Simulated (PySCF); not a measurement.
Computed with core-valence-separated Tamm–Dancoff BHandHLYP/aug-pcX-1 (pcseg-1 on H, def2-SVPD on S) in PySCF, non-relativistic, gas phase, PBE0-D3(BJ)/def2-SVP geometry. Absolute energies from this functional tend to lie a few eV below measured edges; no shift was applied.

Main lines of an unknown, eV (oscillator strength): C K: 282.9 (0.122), 285.8 (0.080), 286.3 (0.032), 286.5 (0.043), 286.8 (0.020); O K: 532.0 (0.037), 532.1 (0.034), 532.7 (0.015), 532.9 (0.019), 533.1 (0.025). Listed: the first five lines at most of each edge with a tenth or more of its strongest line's intensity; roots within 0.03 eV on the same or equivalent atoms are summed. Only the lowest roots were sought, and the top ones are left out.

Task: Which candidate gives them?
A. `C=CS(=O)(=O)C=C`
B. `O=S1(CC=CC1)=O`

Result: B. 

- `O=S1(=O)CC=CC1`: C K: 282.9 (0.122), 285.8 (0.080), 286.3 (0.032), 286.5 (0.043), 286.8 (0.020); O K: 532.0 (0.037), 532.1 (0.034), 532.7 (0.015), 532.9 (0.019), 533.1 (0.025). First C line listed at 282.9 eV, hole on the alkene CH carbon; first O line listed at 532.0 eV, hole on the sulfonyl oxygen.
- `C=CS(=O)(=O)C=C`: C K: 282.1 (0.131), 282.9 (0.106), 286.2 (0.068), 286.5 (0.029), 286.8 (0.024); O K: 531.3 (0.039), 532.7 (0.031), 533.0 (0.044), 533.7 (0.025), 533.9 (0.024). First C line listed at 282.1 eV, hole on the terminal =CH2 carbon; first O line listed at 531.3 eV, hole on the sulfonyl oxygen.

One conformer each; other structures than these candidates weren't tested.
